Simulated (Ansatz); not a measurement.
System: YI, charge 0, multiplicity 1. 
Structure (B3LYP-D3(BJ)/def2-TZVP (Ansatz, a program for electronic structure) minimum search):
```xyz
2

Y      0.0000     0.0000    -1.6070
I      0.0000     0.0000     1.1825
```

Parts of the frozen-core correlation energy in def2-SVP (Ansatz, hartree). Frozen orbitals: 13; correlated occupied orbitals by spin: 5 and 5; virtual: 39 and 39. No spin-orbit coupling. In def2 rows, elements after Kr have scalar-relativistic effective core potentials. The restricted reference is unstable.

| term | value |
|---|---|
| reference (HF) | -334.56863 |
| MP2 opposite-spin | … |
| MP2 same-spin | … |
| CCSD correlation | … |
| (T) | -0.00474 |
| CCSDT minus CCSD(T) | -0.00054 |
| T1 diagnostic | 0.017 |
| largest doubles amplitude | 0.127 |

Question: Fill in the missing entries.

Answer: 
- MP2 opposite-spin, value: -0.09929
- MP2 same-spin, value: -0.03386
- CCSD correlation, value: -0.15142
